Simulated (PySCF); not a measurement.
Computed shifts of a molecule C4H7NSi, PySCF with PBE0/pcSseg-1, GIAO, gas phase, equivalent atoms averaged, in ppm (number of nuclei): ¹³C: 148.7 (1), 142.2 (1), 124.7 (1), 29.9 (1). ¹⁵N: 329.2 (1). ²⁹Si: -78.2 (1). ¹H: 6.86 (1), 4.53 (3), 2.40 (3). References: ¹³C against TMS (σ = 186.3 ppm); ¹⁵N against NH3 (σ = 267.4 ppm); ²⁹Si against TMS (σ = 352.7 ppm); ¹H against TMS (σ = 31.56 ppm), references at their B3LYP-D3(BJ)/def2-TZVP geometries, non-relativistic. The structure is a stationary point at PBE0-D3(BJ)/def2-SVP. The geometry has at least one imaginary mode, so it is a saddle point at that level. One conformer was computed; it need not be the lowest.

### Question
Identify the compound among the candidates.
(A) C#C[SiH2]/N=C\C
(B) [SiH3]C1=NCC=C1
(C) C/C(C#N)=C/[SiH3]
(D) C=C1C[SiH2]C=N1

### Answer
C, C/C(C#N)=C/[SiH3]
